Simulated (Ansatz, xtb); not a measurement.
Relative energy of two isomers of C7H8S

Structure a: `C=CC1=CC=C(S)C1`, a singlet. Structure b: `C=CC1=C(S)CC=C1`, a singlet. Both are isolated molecules in the gas phase, relaxed with PBE-D3(BJ)/def2-SVP; the shapes shown needn't be the lowest conformers.

a (Å):

```yaml
atoms:
  - { symbol: C, position_ang: [1.3639, 2.9081, -1.5258] }
  - { symbol: C, position_ang: [1.0739, 1.5865, -1.4208] }
  - { symbol: C, position_ang: [1.3364, 0.7375, -0.2818] }
  - { symbol: C, position_ang: [1.0467, -0.6047, -0.1651] }
  - { symbol: C, position_ang: [1.4627, -1.1088, 1.1328] }
  - { symbol: C, position_ang: [2.0222, -0.0793, 1.8487] }
  - { symbol: C, position_ang: [1.9894, 1.1796, 1.0115] }
  - { symbol: S, position_ang: [2.7055, -0.0498, 3.4632] }
  - { symbol: H, position_ang: [1.8473, 3.4640, -0.7063] }
  - { symbol: H, position_ang: [1.1248, 3.4743, -2.4378] }
  - { symbol: H, position_ang: [0.5887, 1.0829, -2.2760] }
  - { symbol: H, position_ang: [0.5667, -1.2157, -0.9436] }
  - { symbol: H, position_ang: [1.3452, -2.1455, 1.4768] }
  - { symbol: H, position_ang: [2.4907, -1.3660, 3.7430] }
  - { symbol: H, position_ang: [1.4126, 1.9881, 1.5117] }
  - { symbol: H, position_ang: [3.0110, 1.5851, 0.8427] }
```

b (Å):

```yaml
atoms:
  - { symbol: C, position_ang: [-1.9538, -1.5466, -2.5795] }
  - { symbol: C, position_ang: [-0.8741, -0.9898, -1.9819] }
  - { symbol: C, position_ang: [-0.8104, -0.4803, -0.6230] }
  - { symbol: C, position_ang: [0.2947, 0.0900, -0.0159] }
  - { symbol: C, position_ang: [-0.0485, 0.4898, 1.3971] }
  - { symbol: C, position_ang: [-1.4914, 0.0794, 1.5332] }
  - { symbol: C, position_ang: [-1.9067, -0.4739, 0.3643] }
  - { symbol: S, position_ang: [1.8680, 0.3218, -0.7645] }
  - { symbol: H, position_ang: [-1.9061, -1.9057, -3.6181] }
  - { symbol: H, position_ang: [-2.9159, -1.6621, -2.0559] }
  - { symbol: H, position_ang: [0.0605, -0.9046, -2.5654] }
  - { symbol: H, position_ang: [2.4567, 0.8978, 0.3193] }
  - { symbol: H, position_ang: [0.0972, 1.5823, 1.5602] }
  - { symbol: H, position_ang: [0.6078, -0.0217, 2.1380] }
  - { symbol: H, position_ang: [-2.0845, 0.2192, 2.4463] }
  - { symbol: H, position_ang: [-2.9124, -0.8671, 0.1617] }
```

Energies in hartree; the thermal terms are from GFN2-xTB frequencies at re-optimised GFN2-xTB minima (ideal gas, soft modes damped towards free rotors, one conformer each, 298.15 K, 1 atm) and include the zero-point energy:

|  | a | b |
| --- | --- | --- |
| E, CCSD(T)/def2-SVP | −668.057891 | −668.056007 |
| E, MP2/def2-SVP | −667.943211 | −667.940827 |
| E, MP2/def2-TZVPP | −668.613482 | −668.611899 |
| zero-point energy | 0.121596 | 0.121370 |
| H(298 K) − E | 0.130819 | 0.130756 |
| G(298 K) − E | 0.088702 | 0.088137 |

Question: Correct the CCSD(T) difference for the basis set by the MP2 change, then work out ΔE, ΔE₀, ΔH and ΔG for a → b in kcal/mol (1 Eh = 627.51 kcal/mol) and the equilibrium ratio [b]/[a].

Answer: 1. Differences b − a: CCSD(T) +0.001884, MP2 in the small set +0.002384, MP2 in the large set +0.001583 Eh.
2. ΔE = +0.001884 + (+0.001583 − (+0.002384)) = +0.001083 Eh = +0.68 kcal/mol.
3. ΔE₀ = ΔE + ΔZPE = +0.001083 + (−0.000226) Eh = +0.54 kcal/mol.
4. ΔH = ΔE + (−0.000063) Eh = +0.64 kcal/mol.
5. ΔG = ΔE + (−0.000565) Eh = +0.33 kcal/mol, so ΔS = (ΔH − ΔG)/T = +4.4 J/(mol K).
6. kT = 0.9442 mEh, so K = [b]/[a] = exp(−ΔG/kT) = exp(−0.55) ≈ 0.58.

The two are too close for this level to say which is favoured. An error of 1 kcal/mol in ΔG would change K by a factor of 5.4. Mirror images and further conformers aren't counted.

As drawn, both hold the same kinds of bond in the same numbers.

Other levels gave ΔE = +2.6 (GFN2-xTB); +1.3 (HF/STO-3G, GFN2-xTB geometries); +2.4 (r2SCAN-D4/def2-SVP, GFN2-xTB geometries); +2.4 (PBE-D3(BJ)/def2-SVP); +1.6 (HF/def2-SVP); +1.5 (MP2/def2-SVP); +1.2 (CCSD(T)/def2-SVP) kcal/mol. The correlated steps freeze 12 core orbitals. Programs: Ansatz 0.2.0, xtb 6.7.1.
